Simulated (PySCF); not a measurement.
Correlation energy of Ag (silver, neutral)

[Kr] 4d9 5s2, 2D determinant (an excited configuration). All numbers are calculated (PySCF 2.14, the spin-free X2C one-electron Hamiltonian (Gaussian nucleus), in x2c-TZVPPall with one added diffuse shell each of s, p, d, f type (9s7p7d3f1g, 95 functions)). Frozen: [Kr]; 11 electrons correlated.

MP2 pair energies summed by pair of shells (mhartree):

| pair | energy | share (%) |
| --- | --- | --- |
| 4d-4d | -281.03 | 75.3 |
| 4d-5s | -71.17 | 19.1 |
| 5s-5s | -20.94 | 5.6 |

Total MP2 correlation energy: -373.14 mhartree.

Same-spin part -130.47 and opposite-spin part -242.66 mhartree; SCS-MP2 scales them by 1/3 and 6/5 to -334.69 mhartree.
